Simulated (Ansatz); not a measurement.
BClFH₂InO (`FB(Cl)[O][InH2]`). Total charge 0; spin multiplicity 1. In takes the def2 core potential. The structure was optimised at the PBE0-D4/def2-TZVP level. It is one conformer, not always the lowest.

```xyz
7

F    -1.339   -0.778    0.943
B    -0.204   -0.158    1.337
Cl    0.052   -0.073    3.084
O     0.636    0.340    0.461
In    0.319    0.229   -1.550
H    -0.507    1.613   -2.092
H     1.044   -1.172   -2.183
```

**Question.** What is the dipole moment at PBE/def2-TZVPP? (Best estimate.)

**Answer.** The calculation gave: 4.17 D, with components (0.46, 0.39, -4.13) D in this frame, pointing from negative to positive charge.

**Question.** And with r2SCAN, B3LYP, ωB97M-V? (Estimate.)

**Answer.** Ansatz gave: r2SCAN 4.27 D, B3LYP 4.29 D, ωB97M-V 4.32 D.

**Question.** Give the Mulliken charges with PBE, ωB97M-V, r2SCAN in def2-TZVPP. (An estimate is asked.)

**Answer.** Computed: 
```csv
atom,PBE,ωB97M-V,r2SCAN
F1,-0.25,-0.29,-0.30
B2,0.33,0.40,0.45
Cl3,-0.18,-0.16,-0.19
O4,-0.38,-0.48,-0.48
In5,0.65,0.64,0.70
H6,-0.09,-0.05,-0.09
H7,-0.09,-0.05,-0.09
```

B3LYP here is the variant with VWN-RPA as its local correlation; programs differ in this.
